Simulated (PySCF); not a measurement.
# Reading the logs of faulty runs: BCFH3Si

Calculated results; nothing here was measured. The program is PySCF 2.14.0, an open-source quantum chemistry code, run on an isolated molecule that a program drew, which may never have been made. The molecule is BCFH3Si (charge 0, doublet), drawn as the SMILES string `B=C[SiH]F`.

Each row is a Hartree-Fock (HF) and frozen-core CCSD(T) single point in the cc-pV(D+d)Z basis, meant for a local HF minimum. Run 1 is clean. Each other run has one planted mistake out of seven kinds, and not every kind appears here: one electron removed, one electron added, multiplicity raised by two, geometry at a saddle point, minimal basis STO-3G, one bond length entered in bohr, all coordinates scaled. The reference is restricted for singlets and unrestricted otherwise, and also for a bond in bohr. Adding or removing an electron swaps singlet and doublet. Electrons count all cores. HOMO and LUMO are orbital energies over both spins, the gradient is its largest component, and the lowest frequency (negative if imaginary) is given only where the gradient is small. Bond lengths are over the 6 bonds as drawn. T1 is the CCSD diagnostic: over 0.02 (restricted) or 0.045 (unrestricted) a single reference is doubtful.

Geometry of the clean run:
```xyz
7
BCFH3Si, angstrom
B     0.0027    0.3220   -1.6641
C    -1.0231   -0.3024   -0.9829
Si   -0.7417   -2.1048   -0.7633
F    -0.6348   -2.5221    0.8033
H     0.9166    0.7751   -2.2480
H    -1.9327    0.1586   -0.6182
H     0.5368   -2.4953   -1.4069
```

```
run  electrons  basis functions  <S^2>  HOMO (eV)  LUMO (eV)  gradient (hartree/bohr)  lowest frequency (cm^-1)  mean bond (Å)  longest bond (Å)      T1  HF (hartree)  CCSD(T) (hartree)                 mistake
  1         37               80  0.766      -8.64       1.27                  1.3e-05                       108         1.4308             1.837  0.0195    -452.64929         -453.16985                no fault
  2         37               80  0.771      -8.74       1.08                  2.7e-02                         -         1.4737             1.893  0.0205    -452.64318         -453.16830  all coordinates scaled
  3         36               80  0.000     -15.86      -6.85                  6.5e-02                         -         1.4308             1.837  0.0191    -452.36143         -452.87983    one electron removed
  4         37               80  3.769      -6.55      -0.43                  8.4e-02                         -         1.4308             1.837  0.0156    -452.54720         -453.03168                       ?
```

**Which mistake was planted in run 4, and what did it cost?**

Electrons, basis and geometry are unchanged, and <S^2> is 3.769, beside S(S+1) = 3.75 for a multiplicity of 4. So the mistake is: multiplicity raised by two. Subtracting run 1 and multiplying by 627.51 kcal/mol a hartree, the energy moved by 64.1 kcal/mol in HF and 86.7 kcal/mol in CCSD(T).

